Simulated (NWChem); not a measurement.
System: BeSiH$_{3}$Cl; SMILES [SiH3][Be][Cl]

Input file for NWChem:

```
start job
memory heap 200 mb stack 900 mb global 1100 mb
geometry units angstroms
  Be    -0.009407     0.074717    -0.065016
  Cl    -0.154570     1.434964    -1.178096
  Si     0.173385    -1.607016     1.320148
  H      0.254389    -2.950773     0.731205
  H     -0.912553    -1.794926     2.291709
  H      1.344781    -1.621412     2.206587
end
basis spherical
  * library def2-svp
end
dft
  xc pbe0
  iterations 150
end
driver
  maxiter 120
end
task dft optimize
task dft freq
```

Parts of the log:

```
             Northwest Computational Chemistry Package (NWChem) 7.3.0
             --------------------------------------------------------

 C3  symmetry detected

                             Geometry "geometry" -> ""
                             -------------------------

 Output coordinates in angstroms (scale by  1.889725989 to convert to a.u.)

  No.       Tag          Charge          X              Y              Z
 ---- ---------------- ---------- -------------- -------------- --------------
    1 Be                   4.0000     0.00000000    -0.00000000    -0.24196303
    2 Cl                  17.0000     0.00000000     0.00000000    -2.00556160
    3 Si                  14.0000     0.00000000     0.00000000     1.94442826
    4 H                    1.0000     0.51861996    -1.20083424     2.61346785
    5 H                    1.0000    -1.29926293     0.15127906     2.61346785
    6 H                    1.0000     0.78064298     1.04955518     2.61346785

 Effective nuclear repulsion energy (a.u.)      89.3139963646

      Symmetry information
      --------------------

 Group name             C3
 Group number              5
 Group order               3
 No. of unique centers     4

                                Z-matrix (autoz)
                                --------

 Units are Angstrom for bonds and degrees for angles

      Type          Name      I     J     K     L     M      Value
      ----------- --------  ----- ----- ----- ----- ----- ----------
    1 Stretch                  1     2                       1.76360
    2 Stretch                  1     3                       2.18639
    3 Stretch                  3     4                       1.46921
    4 Stretch                  3     5                       1.46921
    5 Stretch                  3     6                       1.46921
    6 Bend                     1     3     4               117.08894
    7 Bend                     1     3     5               117.08894
    8 Bend                     1     3     6               117.08894
    9 Bend                     2     3     4               117.08894
   10 Bend                     2     3     5               117.08894
   11 Bend                     2     3     6               117.08894
   12 Bend                     4     3     5               100.89169
   13 Bend                     4     3     6               100.89169
   14 Bend                     5     3     6               100.89169
   15 Torsion                  2     1     4     3         180.00000
   16 Torsion                  2     1     5     3        -180.00000
   17 Torsion                  2     1     6     3         180.00000

                           NWChem Geometry Optimization
                           ----------------------------

 maximum gradient threshold         (gmax) =   0.000450
 rms gradient threshold             (grms) =   0.000300
 maximum cartesian step threshold   (xmax) =   0.001800
 rms cartesian step threshold       (xrms) =   0.001200
 fixed trust radius                (trust) =   0.300000
 source of zmatrix                         =   autoz

          -------------------
          Energy Minimization
          -------------------

 Using diagonal initial Hessian
 Scaling for Hessian diagonals: bonds = 1.00  angles = 0.25  torsions = 0.10

          --------
          Step   0

                                 NWChem DFT Module
                                 -----------------

 Summary of "ao basis" -> "ao basis" (spherical)
 ------------------------------------------------------------------------------
       Tag                 Description            Shells   Functions and Types
 ---------------- ------------------------------  ------  ---------------------
 Be                         def2-svp                 5        9   3s2p
 Cl                         def2-svp                 8       18   4s3p1d
 Si                         def2-svp                 8       18   4s3p1d
 H                          def2-svp                 3        5   2s1p

      Symmetry analysis of basis
      --------------------------

        a          26
        e+         17
        e-         17

  Rotation of axis

            General Information
            -------------------
          SCF calculation type: DFT
          Wavefunction type:  closed shell.
          No. of atoms     :     6
          No. of electrons :    38
           Alpha electrons :    19
            Beta electrons :    19
          Charge           :     0
          Spin multiplicity:     1
          Use of symmetry is: on ; symmetry adaption is: on
          Maximum number of iterations: 150
          AO basis - number of functions:    60
                     number of shells:    30
          Convergence on energy requested:  1.00D-06
          Convergence on density requested:  1.00D-05
          Convergence on gradient requested:  5.00D-04

              XC Information
              --------------
                         PBE0 Method XC Functional
                     Hartree-Fock (Exact) Exchange  0.250
          PerdewBurkeErnzerhof Exchange Functional  0.750
            Perdew 1991 LDA Correlation Functional  1.000 local
           PerdewBurkeErnz. Correlation Functional  1.000 non-local

             Grid Information
             ----------------
          Grid used for XC integration:  medium
          Radial quadrature: Mura-Knowles
          Angular quadrature: Lebedev.
          Tag              B.-S. Rad. Rad. Pts. Rad. Cut. Ang. Pts.
          ---              ---------- --------- --------- ---------
          Be                  1.05       49          10.0       434
          Cl                  1.00       88          12.0       590
          Si                  1.10       88          10.0       590
          H                   0.35       45          11.0       434
          Grid pruning is: on
          Number of quadrature shells:   270
          Spatial weights used:  Erf1

      Superposition of Atomic Density Guess
      -------------------------------------

 Sum of atomic energies:        -764.11362743

      Non-variational initial energy
      ------------------------------

 Total energy =    -764.855292
 1-e energy   =   -1233.228110
 2-e energy   =     379.058822
 HOMO         =      -0.358679
 LUMO         =       0.030338

      Symmetry analysis of molecular orbitals - initial
      -------------------------------------------------

  Numbering of irreducible representations:

     1 a           2 e+          3 e-

  Orbital symmetries:

     1 a           2 a           3 a           4 a           5 e+
     6 e+          7 a           8 a           9 a          10 e+
    11 e+         12 a          13 a          14 a          15 e+
    16 e+         17 e+         18 e+         19 a          20 e+
    21 e+         22 a          23 a          24 e+         25 e+
    26 a          27 a          28 e+         29 e+

   convergence    iter        energy       DeltaE   RMS-Dens  Diis-err
 ---------------- ----- ----------------- --------- --------- ---------
 d= 0,ls=0.0,diis     1   -765.6963138383 -8.55D+02  1.36D-02  2.23D-01
 d= 0,ls=0.0,diis     2   -765.7114494090 -1.51D-02  7.39D-03  1.32D-01
 d= 0,ls=0.0,diis     3   -765.7336535113 -2.22D-02  1.58D-03  1.16D-02
 d= 0,ls=0.0,diis     4   -765.7354499825 -1.80D-03  3.01D-04  1.67D-04
 d= 0,ls=0.0,diis     5   -765.7354809360 -3.10D-05  5.38D-05  7.26D-06
  Resetting Diis
 d= 0,ls=0.0,diis     6   -765.7354821397 -1.20D-06  6.39D-06  6.41D-08
 d= 0,ls=0.0,diis     7   -765.7354821535 -1.37D-08  9.17D-07  2.14D-09

         Total DFT energy =     -765.735482153459
      One electron energy =    -1235.286285228362
           Coulomb energy =      433.091204522898
    Exchange-Corr. energy =      -52.854397812634
 Nuclear repulsion energy =       89.313996364639

 Numeric. integr. density =       38.000006812103

                  Occupations of the irreducible representations
                  ----------------------------------------------

                     irrep           alpha         beta
                     --------     --------     --------
                     a                11.0         11.0
                     e+                8.0          8.0
                     e-                0.0          0.0

                       DFT Final Molecular Orbital Analysis
                       ------------------------------------

 Vector   17  Occ=2.000000D+00  E=-3.468789D-01  Symmetry=e+
              MO Center=  2.9D-01,  3.0D-01,  2.2D+00, r^2= 2.7D+00
   Bfn.  Coefficient  Atom+Function         Bfn.  Coefficient  Atom+Function
  ----- ------------  ---------------      ----- ------------  ---------------
    56      0.363490  6 H  s                 36      0.243856  3 Si py
    39      0.213310  3 Si py                46     -0.202277  4 H  s
    57      0.188674  6 H  s                 51     -0.161212  5 H  s
    35      0.157815  3 Si px                33     -0.141698  3 Si py
    38      0.138046  3 Si px                21     -0.108185  2 Cl py

 Vector   18  Occ=2.000000D+00  E=-3.468789D-01  Symmetry=e+
              MO Center= -2.9D-01, -3.0D-01,  2.2D+00, r^2= 2.7D+00
   Bfn.  Coefficient  Atom+Function         Bfn.  Coefficient  Atom+Function
  ----- ------------  ---------------      ----- ------------  ---------------
    51     -0.326646  5 H  s                 46      0.302937  4 H  s
    35      0.243856  3 Si px                38      0.213310  3 Si px
    52     -0.169550  5 H  s                 36     -0.157815  3 Si py
    47      0.157243  4 H  s                 32     -0.141698  3 Si px
    39     -0.138046  3 Si py                20     -0.108185  2 Cl px

[...]

      ----------------------
      Optimization converged
      ----------------------

  Step       Energy      Delta E   Gmax     Grms     Xrms     Xmax
  ---- ---------------- -------- -------- -------- -------- --------
@    4    -765.74095549 -9.1D-07  0.00027  0.00008  0.00038  0.00087
                                     ok       ok       ok       ok

                                Z-matrix (autoz)
                                --------

 Units are Angstrom for bonds and degrees for angles

      Type          Name      I     J     K     L     M      Value     Gradient
      ----------- --------  ----- ----- ----- ----- ----- ---------- ----------
    1 Stretch                  1     2                       1.82318    0.00013
    2 Stretch                  1     3                       2.16931   -0.00027
    3 Stretch                  3     4                       1.49830   -0.00011
    4 Stretch                  3     5                       1.49830   -0.00011
    5 Stretch                  3     6                       1.49830   -0.00011
    6 Bend                     1     3     4               111.58476    0.00001
    7 Bend                     1     3     5               111.58476    0.00001
    8 Bend                     1     3     6               111.58476    0.00001
    9 Bend                     2     3     4               111.58476    0.00001
   10 Bend                     2     3     5               111.58476    0.00001
   11 Bend                     2     3     6               111.58476    0.00001
   12 Bend                     4     3     5               107.27747   -0.00001
   13 Bend                     4     3     6               107.27747   -0.00001
   14 Bend                     5     3     6               107.27747   -0.00001
   15 Torsion                  2     1     4     3         180.00000   -0.00000
   16 Torsion                  2     1     5     3        -180.00000    0.00000
   17 Torsion                  2     1     6     3        -180.00000    0.00000

                         Geometry "geometry" -> "geometry"
                         ---------------------------------

 Output coordinates in angstroms (scale by  1.889725989 to convert to a.u.)

  No.       Tag          Charge          X              Y              Z
 ---- ---------------- ---------- -------------- -------------- --------------
    1 Be                   4.0000     0.00000000    -0.00000000    -0.16172269
    2 Cl                  17.0000     0.00000000     0.00000000    -1.98489918
    3 Si                  14.0000     0.00000000    -0.00000000     2.00759063
    4 H                    1.0000     0.55239507    -1.27903853     2.55877948
    5 H                    1.0000    -1.38387739     0.16113110     2.55877948
    6 H                    1.0000     0.83148232     1.11790742     2.55877948

 Effective nuclear repulsion energy (a.u.)      88.1907876486

      Symmetry information
      --------------------

 Group name             C3
 Group number              5
 Group order               3
 No. of unique centers     4

                Final and change from initial internal coordinates
                --------------------------------------------------

                                Z-matrix (autoz)
                                --------

 Units are Angstrom for bonds and degrees for angles

[...]

 Rotational Constants
 --------------------
 A=   2.872436 cm-1  (  4.132702 K)
 B=   0.061784 cm-1  (  0.088892 K)
 C=   0.061784 cm-1  (  0.088892 K)

 Temperature                      =   298.15K
 frequency scaling parameter      =   1.0000

 Zero-Point correction to Energy  =   17.146 kcal/mol  (  0.027324 au)
 Thermal correction to Energy     =   20.357 kcal/mol  (  0.032440 au)
 Thermal correction to Enthalpy   =   20.949 kcal/mol  (  0.033384 au)

 Total Entropy                    =   69.276 cal/mol-K
   - Translational                =   38.842 cal/mol-K (mol. weight =  74.9814)
   - Rotational                   =   22.308 cal/mol-K (symmetry #  =        3)
   - Vibrational                  =    8.125 cal/mol-K

 Cv (constant volume heat capacity) =   15.768 cal/mol-K
   - Translational                  =    2.979 cal/mol-K
   - Rotational                     =    2.979 cal/mol-K
   - Vibrational                    =    9.809 cal/mol-K

[normal modes left out]

 ----------------------------------------------------------------------------
 Normal Eigenvalue ||           Projected Infra Red Intensities
  Mode   [cm**-1]  || [atomic units] [(debye/angs)**2] [(KM/mol)] [arbitrary]
 ------ ---------- || -------------- ----------------- ---------- -----------
    1       -0.000 ||    0.000000           0.000         0.000       0.000
    2       -0.000 ||    0.000004           0.000         0.004       0.001
    3       -0.000 ||    0.000000           0.000         0.000       0.000
    4        0.000 ||    0.000004           0.000         0.004       0.001
    5        0.000 ||    0.000005           0.000         0.005       0.001
    6        0.000 ||    0.000005           0.000         0.005       0.001
    7      167.044 ||    0.020717           0.478        20.196       5.559
    8      167.053 ||    0.020716           0.478        20.195       5.559
    9      319.511 ||    0.003619           0.083         3.528       0.971
   10      488.042 ||    0.000150           0.003         0.146       0.040
   11      488.088 ||    0.000150           0.003         0.146       0.040
   12      862.147 ||    0.212683           4.907       207.334      57.071
   13      933.331 ||    0.036244           0.836        35.333       9.726
   14      933.343 ||    0.036245           0.836        35.333       9.726
   15     1000.825 ||    0.122498           2.826       119.417      32.871
   16     2209.892 ||    0.041984           0.969        40.928      11.266
   17     2215.197 ||    0.087892           2.028        85.681      23.584
   18     2215.204 ||    0.087885           2.028        85.675      23.583
 ----------------------------------------------------------------------------
```

Level: PBE0/def2-SVP.
